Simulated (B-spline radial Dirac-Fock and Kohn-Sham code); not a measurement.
Relativistic shifts of the levels of Ca⁷⁺

System: Ca⁷⁺, [Ne] 3s2 3p1.

Both columns are ΔSCF binding energies of the configuration average from a radial B-spline solver: non-relativistic Hartree-Fock with a point nucleus, and Dirac-Fock with a finite nucleus and the Coulomb interaction alone, averaged over the two j levels with weights 2j+1.

```
shell  Hartree-Fock (eV)  Dirac-Fock (eV)  shift (eV)  shift (%)
   1s             4181.5           4203.3      +21.74      +0.52
   2s              586.3            590.5       +4.16      +0.71
   2p              498.5            498.9       +0.45      +0.09
   3s              164.8            165.5       +0.76      +0.46
   3p              146.3            146.4       +0.13      +0.09
```

Relativity binds 1s, 2s, 2p, 3s, 3p more strongly, among those listed most of all 2s in relative terms.

Values without a named source are computed, but for edge energies of neutral atoms, which are taken from tables.
